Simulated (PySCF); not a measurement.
**[Ti(OH)3(H)] (charge 0, multiplicity 1)**

All values below come from TPSSh-D3(BJ)/def2-TZVP // r2SCAN-D4/def2-SVP (PySCF).

```
Quantity                                                    Result
----------------------------------------  ------------------------
HOMO                                                      -7.35 eV
dipole moment                                               2.57 D
HOMO–LUMO gap                                              5.55 eV
LUMO                                                      -1.80 eV
charge on the central atom (Mulliken)                       1.31 e
charge on the central atom (meta-Löwdin)                    1.28 e
total energy                                          -29329.06 eV
cost                                      roughly 2.2 core-minutes
```

```xyz
8

Ti    -0.0440     0.1711    -0.0336
O     -1.4068     1.0355    -0.7830
H     -1.8691     0.9796    -1.6276
O      1.0223     1.2245     0.9250
H      0.9768     2.1336     1.2439
O      0.8335    -0.8852    -1.1650
H      1.7589    -1.1198    -1.3018
H     -0.7561    -0.8840     1.0959
```
